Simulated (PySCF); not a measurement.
Computed IR spectrum (relative IR intensity) of a molecule C5H9N. Geometry optimised at PBE-D3(BJ)/def2-SVP. The values are those of a single conformer. All values below come from PBE-D3(BJ)/def2-SVP (PySCF). No scaling factor is applied to the harmonic values.

ν (cm⁻¹): 245 (w), 372 (m), 410 (vw), 525 (w), 573 (vw), 659 (vs), 810 (w), 1085 (w), 1168 (m), 1181 (vw), 1251 (vw), 1322 (vw), 1395 (vw), 1409 (w), 1482 (w), 1568 (m), 2014 (m), 2946 (w), 2950 (m), 3015 (w), 3049 (w), 3083 (w), 3554 (vw) (against the strongest line: vs over 80 %, s over 45 %, m over 15 %, w over 4 %, vw less)

Problem. Which structure fits?
A) C=CC1CNC1
B) CN1CC=CC1
C) C=CC(=C)CN
D) CC(C)=C=CN

Solution. D, CC(C)=C=CN
